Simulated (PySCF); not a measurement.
C2H6B, doublet, geometry from GFN2-xTB; BLYP/cc-pVDZ (PySCF).

Here is a job for PySCF.
```python
from pyscf import gto, scf, dft

mol = gto.Mole()
mol.atom = '''
    C     1.377485   -0.084532    0.140484
    B     0.026495    0.295237   -0.545836
    C    -1.386433   -0.015166    0.043839
    H     1.608413   -1.117196   -0.130346
    H     2.240368    0.510696   -0.157208
    H     1.318838   -0.054615    1.231789
    H    -1.408602   -0.945623    0.617460
    H    -2.199719   -0.057752   -0.680201
    H    -1.638091    0.786494    0.741750
'''
mol.basis = 'cc-pvdz'
mol.charge = 0
mol.spin = 1
mol.verbose = 4
mol.build()

mf = dft.UKS(mol)
mf.xc = 'blyp'
mf.grids.atom_grid = (99, 590)
mf.grids.prune = None
mf.kernel()
```

Problem. Predict the main parts of the log of this PySCF run.

Solution. 
```
PySCF version 2.14.0

[INPUT] verbose = 4
[INPUT] num. atoms = 9
[INPUT] num. electrons = 23
[INPUT] charge = 0
[INPUT] spin (= nelec alpha-beta = 2S) = 1
[INPUT] symmetry False subgroup None
[INPUT] Mole.unit = angstrom
[INPUT] Symbol           X                Y                Z      unit          X                Y                Z       unit  Magmom
[INPUT]  1 C      1.377485000000  -0.084532000000   0.140484000000 AA    2.603069390697  -0.159742328762   0.265476284883 Bohr   0.0
[INPUT]  2 B      0.026495000000   0.295237000000  -0.545836000000 AA    0.050068293670   0.557917071838  -1.031480548928 Bohr   0.0
[INPUT]  3 C     -1.386433000000  -0.015166000000   0.043839000000 AA   -2.619978660059  -0.028659586405   0.082843703575 Bohr   0.0
[INPUT]  4 H      1.608413000000  -1.117196000000  -0.130346000000 AA    3.039460065190  -2.111194467460  -0.246318241433 Bohr   0.0
[INPUT]  5 H      2.240368000000   0.510696000000  -0.157208000000 AA    4.233681938240   0.965075572911  -0.297080064591 Bohr   0.0
[INPUT]  6 H      1.318838000000  -0.054615000000   1.231789000000 AA    2.492242622669  -0.103207392293   2.327743853252 Bohr   0.0
[INPUT]  7 H     -1.408602000000  -0.945623000000   0.617460000000 AA   -2.661871998515  -1.786968487090   1.166830292874 Bohr   0.0
[INPUT]  8 H     -2.199719000000  -0.057752000000  -0.680201000000 AA   -4.156866461002  -0.109135463146  -1.285393599655 Bohr   0.0
[INPUT]  9 H     -1.638091000000   0.786494000000   0.741750000000 AA   -3.095543357115   1.486258258614   1.401704352896 Bohr   0.0

nuclear repulsion = 60.811833645829
number of shells = 33
number of NR pGTOs = 120
number of NR cGTOs = 72
basis = cc-pvdz
ecp = {}

******** <class 'pyscf.dft.uks.UKS'> ********
method = UKS
initial guess = minao
damping factor = 0
level_shift factor = 0
DIIS = <class 'pyscf.scf.diis.CDIIS'>
diis_start_cycle = 1
diis_space = 8
diis_damp = 0
SCF conv_tol = 1e-09
SCF conv_tol_grad = None
SCF max_cycles = 50
direct_scf = True
direct_scf_tol = 1e-13
number electrons alpha = 12  beta = 11
XC library pyscf.dft.libxc version 7.1.2
    S. Lehtola, C. Steigemann, M. J. T. Oliveira, and M. A. L. Marques,  SoftwareX 7, 1–5 (2018)
XC functionals = blyp
    A. D. Becke,  Phys. Rev. A 38, 3098 (1988)
    C. Lee, W. Yang, and R. G. Parr,  Phys. Rev. B 37, 785 (1988)
    B. Miehlich, A. Savin, H. Stoll, and H. Preuss,  Chem. Phys. Lett. 157, 200 (1989)
radial grids:
    Treutler-Ahlrichs [JCP 102, 346 (1995); DOI:10.1063/1.469408] (M4) radial grids

becke partition: Becke, JCP 88, 2547 (1988); DOI:10.1063/1.454033
pruning grids: None
grids dens level: 3
symmetrized grids: False
atomic radii adjust function: <function treutler_atomic_radii_adjust>
User specified grid scheme (99, 590)
small_rho_cutoff = 0
Set gradient conv threshold to 3.16228e-05
tot grids = 525696
init E= -104.478261722964

cycle= 1 E= -104.435814554274  delta_E= 0.0424  |g|= 0.401  |ddm|= 1.89
cycle= 2 E= -104.329779600025  delta_E= 0.106  |g|= 0.582  |ddm|= 0.952
cycle= 3 E= -104.524317198611  delta_E= -0.195  |g|= 0.0168  |ddm|= 0.604
cycle= 4 E= -104.524469321048  delta_E= -0.000152  |g|= 0.00775  |ddm|= 0.0302
cycle= 5 E= -104.524511602765  delta_E= -4.23e-05  |g|= 0.00103  |ddm|= 0.0107
cycle= 6 E= -104.52451218295  delta_E= -5.8e-07  |g|= 0.000597  |ddm|= 0.00225
cycle= 7 E= -104.524512432239  delta_E= -2.49e-07  |g|= 5.35e-05  |ddm|= 0.000705
cycle= 8 E= -104.524512434826  delta_E= -2.59e-09  |g|= 1.48e-05  |ddm|= 9.7e-05
cycle= 9 E= -104.524512435015  delta_E= -1.89e-10  |g|= 5.49e-06  |ddm|= 2.45e-05
Extra cycle  E= -104.524512435031  delta_E= -1.61e-11  |g|= 3.63e-06  |ddm|= 1.01e-05
converged SCF energy = -104.524512435031  <S^2> = 0.75126176  2S+1 = 2.0012614
```
